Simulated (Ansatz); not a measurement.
Total energies of C3H4BFO (`FB1C=COC1`).

Z-matrix (Å, degrees):
```
C
O 1 1.443
B 1 1.582 2 104.0
H 1 1.094 2 107.7 3 122.2
H 1 1.094 2 107.7 3 -122.1
C 2 1.333 1 108.3 3 0.0
C 3 1.512 1 104.6 2 -0.0
F 3 1.328 1 124.8 2 180.0
H 6 1.086 2 112.8 1 180.0
H 7 1.080 3 133.8 1 -180.0
```

Total charge 0; spin multiplicity 1. The geometry is a stationary point of PBE0-D4/def2-TZVP. Basis def2-TZVPP, Ansatz.

RPA on PBE orbitals: Hartree–Fock energy of these orbitals -315.02854 Eh, correlation -1.64794 Eh (frozen core).

| functional | energy without D4 (Eh) | D4 term (kJ/mol) |
| --- | --- | --- |
| PBE | -316.45063 | -19.2 |
| BLYP | -316.73538 | -43.5 |
| B97M-V | -316.77575 | – |
| B3LYP | -316.82379 | -30.8 |
| r2SCANh | -316.63769 | -4.9 |
| HSE06 (plane-wave form) | -316.45079 | -14.7 |
| BHLYP | -316.66040 | -21.6 |
| CAM-B3LYP | -316.69017 | -15.9 |
| ωB97X-V | -316.71838 | – |
| PBE-QIDH | -316.41877 | – |

(1) Give the same for LDA (SPW92), revPBE, r2SCAN, PBE0, r2SCAN0, LC-ωPBE, ωB97M-V, B2PLYP. (Best estimate.)

B3LYP takes the VWN-RPA correlation (the form of Gaussian; ORCA's B3LYP/G). HSE06 is the plane-wave form, built on full-range PBE exchange. The double hybrids freeze the cores in their second-order part.

Results:

(1) Ansatz gave: 
```csv
functional,energy without D4 (Eh),D4 term (kJ/mol)
LDA (SPW92),-314.29842,–
revPBE,-316.71634,-66.5
r2SCAN,-316.65393,-4.7
PBE0,-316.46629,-15.9
r2SCAN0,-316.61474,-5.4
LC-ωPBE,-316.61216,–
ωB97M-V,-316.71356,–
B2PLYP,-316.58675,–
```

LC-ωPBE has ω = 0.4 bohr⁻¹.
